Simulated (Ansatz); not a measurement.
A made-up structure of MgZnH2O, closed shell:

```
atom    x (Å)    y (Å)    z (Å)
 Mg1  -1.7847  -0.7443   0.1982
  O2   0.0550   0.0213  -0.0045
 Zn3   1.8504   0.7711  -0.2050
  H4  -3.5283  -1.4698   0.3902
  H5   3.4077   1.4217  -0.3790
```

It is relaxed with PBE-D4/def2-SVP and then PBE0-D4/def2-TZVP (Ansatz 0.2.0). Atoms count as bonded within 1.22 times the sum of their covalent radii (H–H: 0.88 Å). The end point is not checked to be a true minimum.

(1) Does its bonding change? (Judge from chemistry; the calculation decides.)

Results:

(1) Computed: No: no bond forms or breaks.

Where it ends: The first stage lowers the energy by 0.98 eV in 5 steps. It ends as MgZnH₂O ([MgH][O][ZnH]):
```csv
atom,x (Å),y (Å),z (Å)
Mg1,-1.5933,-0.6644,0.1769
O2,0.0491,0.0193,-0.0043
Zn3,1.6520,0.6885,-0.1831
H4,-3.1502,-1.3125,0.3486
H5,3.0425,1.2691,-0.3381
```

Labels in which every atom is bracketed show which atoms are joined, not bond orders.

For scale, one of the runs: PBE0-D4/def2-TZVP relaxation, 123 basis functions, launched by `ansatz run in.yaml --threads 2 --pin off --events-out ev --progress --plain --max-ram 4352MiB`. The run took about 11 s on 2 CPU threads of an Arm Neoverse V2 (shared host).
